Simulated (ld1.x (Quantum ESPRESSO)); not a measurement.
## fluorine: excitation energies, all-electron against ultrasoft

ld1.x (Quantum ESPRESSO) 7.5 input, shortened:

```
&input
   title='F', zed=9., rel=1, dft='PZ', iswitch=3,
   config='[He] 2s2 2p5'
 /
 &inputp
   pseudotype=3, tm=.true., lloc=-1, rcloc=0.70,
   nlcc=.true., rcore=0.85
 /
4
2S  1  0   2.00   0.00  0.90  0.95  0.0
2S  1  0   0.00   0.55  0.90  0.95  0.0
2P  2  1   5.00   0.00  1.10  1.30  0.0
2P  2  1   0.00   1.40  1.10  1.30  0.0
 &test
   configts(1)='2s2 2p5'
 /
```

Energies are relative to the spin-unpolarised reference configuration 2s2 2p5; without spin polarisation the order of configurations can differ from experiment. Spin-polarised rows fill each open shell by Hund’s rule, majority spin first.

| valence configuration | charge | ΔE all-electron (eV) | error AE − PS (meV) |
| --- | --- | --- | --- |
| 2s2 2p4 | +1 | 19.555 | +15 |
| 2s2 2p3 | +2 | 58.067 | +136 |
| 2s2 2p2 | +3 | 118.799 | +519 |
| 2s1 2p5 | +1 | 38.211 | +1.2 |
| 2s2 2p4.5 | +0.5 | 7.630 | +1.7 |
| 2s1 2p6 | 0 | 18.390 | +26 |
| 2s2 2p5 (spin-polarised) | 0 | -0.379 | +30 |
| 2s2 2p4 (spin-polarised) | +1 | 17.723 | +172 |

(1) What are ΔE and the potential's error for 2s2 2p5.3?

Levels in the configuration 2s2 2p4:

```csv
level,all-electron (eV),pseudo (eV)
2s,-47.071,-47.071
2p,-28.455,-28.407
```

## Answers

(1) ΔE = -2.726 eV all-electron; the error (AE − PS) is +0.4 meV.
